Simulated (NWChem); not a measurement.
# CH7NOSi; SMILES CO[SiH2]N

```xyz
11

Si    -0.4117    -0.5148    -0.0002
N      0.4708    -1.9920     0.0004
O      0.5802     0.8262    -0.0007
C      0.0644     2.1464    -0.0006
H     -1.2570    -0.4993    -1.2263
H     -1.2572    -0.4983     1.2257
H      0.9799    -2.2655     0.8327
H      0.9800    -2.2662    -0.8317
H     -0.5480     2.3461    -0.8921
H     -0.5473     2.3463     0.8914
H      0.9075     2.8445    -0.0010
```
Atoms are numbered in this order, from 1.

Computed with NWChem. Pople sets run with spherical d functions. All runs use the structure optimised with B3LYP/6-31G* (spherical d). B3LYP is NWChem's, with the RPA form of VWN correlation. Level: B3LYP/6-31G* with SMD (1 M gas to 1 M solution), gas-phase geometry. Reactions with the solvent are ignored.

### Question
Estimate the computed values for solvent toluene. Quantities: solvation free energy (kcal/mol); cavity-dispersion-structure term (kcal/mol); dipole in solution (D).

### Answer
| Property | Value |
|---|---|
| solvation free energy (kcal/mol) | -2.5 |
| cavity-dispersion-structure term (kcal/mol) | 0.5 |
| dipole in solution (D) | 0.68 |
